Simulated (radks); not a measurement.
The nuclear charge of the cerium ion Ce2+ is varied continuously with 56 electrons held in [Xe] 4f2. All-electron calculation, Dirac Kohn-Sham, PBEsol, spin-unpolarised, spherical densities, point nucleus; open shells fill j = l - 1/2 first. Program: a radial shooting solver on a logarithmic mesh with Libxc functionals. By the Hellmann-Feynman theorem dE/dZ = E(electron-nucleus)/Z, the electronic potential at the nucleus.

| Z | E (hartree) | E(electron-nucleus)/Z (hartree) | HOMO | e(HOMO) (eV) | <r> HOMO (bohr) |
|---|---|---|---|---|---|
| 57 | -8493.8545 | -362.773 | 4f5/2 | -2.270 | 2.331 |
| 57.25 | -8584.8404 | -365.108 | 4f5/2 | -3.793 | 1.709 |
| 57.5 | -8676.4058 | -367.411 | 4f5/2 | -6.330 | 1.445 |
| 57.75 | -8768.5448 | -369.699 | 4f5/2 | -9.495 | 1.304 |
| 58 | -8861.2550 | -371.982 | 4f5/2 | -13.067 | 1.212 |
| 58.25 | -8954.5354 | -374.262 | 4f5/2 | -16.944 | 1.144 |
| 58.5 | -9048.3858 | -376.541 | 4f5/2 | -21.075 | 1.091 |
| 58.75 | -9142.8062 | -378.822 | 4f5/2 | -25.430 | 1.046 |
| 59 | -9237.7968 | -381.104 | 4f5/2 | -29.988 | 1.009 |

The central difference of E at Z = 58 is -371.981 hartree, to compare with the third column; the second derivative is -9.12 hartree.
